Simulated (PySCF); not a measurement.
Input file for PySCF: R-B3LYP/LANL2DZ on ClGeH5 (a complex), monomers drawn apart or pushed together.

```python
from pyscf import gto, scf, dft, mp
from pyscf.data.elements import chemcore

mol = gto.M(
    atom='''
    Cl   -0.83989672    0.82487983   -0.48125102
    H    -1.07725066    0.21030440    0.62237952
    Ge    0.29231888   -0.14587809    3.66438008
    H     0.26462767    1.37763509    3.83615318
    H    -0.91427759   -0.56959810    2.80125809
    H     0.17729052   -0.83822867    5.02851811
    H     1.58155972   -0.57712244    2.95501997
    ''',
    basis='lanl2dz',
    ecp={'Cl': 'lanl2dz', 'Ge': 'lanl2dz'},
    charge=0, spin=0, verbose=3, max_memory=1800)
mf = dft.RKS(mol, xc='b3lyp')
mf.conv_tol = 1e-8
mf.max_cycle = 100
mf.kernel()
if not mf.converged:
    mf = mf.newton().run(mf.mo_coeff, mf.mo_occ)
```

Question: Predict the final total energy.

Answer: -21.6870 hartree.
